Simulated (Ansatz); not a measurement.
Ideal-gas functions of `[NH2][Ga]([NH2])[F]` at 298.15 K and 1 bar, from an Ansatz frequency run at PBE0-D4/def2-TZVP.

Molar mass 120.77 g/mol, point group C2 (symmetry number 2), electronic degeneracy 1, moments of inertia 81.683, 92.802, 174.083 u Å². Harmonic wavenumbers (cm⁻¹, unscaled): 157, 180, 195, 257, 273, 298, 351, 657, 703, 744, 758, 811, 1558, 1565, 3613, 3614, 3718, 3718.

Use S(trans) = R[1.5 ln M + 2.5 ln T − 1.1517]; rotational temperatures θ = 24.2544 K / I; S(rot) = R[ln(√π/σ · √(T³/θAθBθC)) + 1.5]; for each mode x = 1.438777 ν̃/T, S = R[x/(eˣ − 1) − ln(1 − e⁻ˣ)] and H = RT x/(eˣ − 1); 1 cm⁻¹ = 0.0119627 kJ/mol; R = 8.31446 J/(mol·K).

Question: By hand: the entropy, in J/(mol·K).

Answer: Translation 168.6. Rotation: θ = 0.2969, 0.2614, 0.1393 K, giving 101.3. Vibration, mode by mode: 10.82, 9.74, 9.12, 7.04, 6.60, 5.98, 4.86, 1.51, 1.27, 1.08, 1.02, 0.83, 0.04, 0.04, 0.00, 0.00, 0.00, 0.00, in all 59.9. Electronic 0.0. Sum 329.8 J/(mol·K).

Question: By hand: H − E and G − E in kJ/mol, counted from the electronic energy.

Answer: Zero-point energy ½ × 23170 × 0.0119627 = 138.6; thermal vibration 10.6; translation, rotation and pV give 4 RT = 9.9. H − E = 159.1 kJ/mol, and G − E = 159.1 − 298.15 × 329.8/1000 = 60.8 kJ/mol.

Vibration gives 18 % of the entropy. The sum counts one conformer and one mirror image; others add a mixing term.
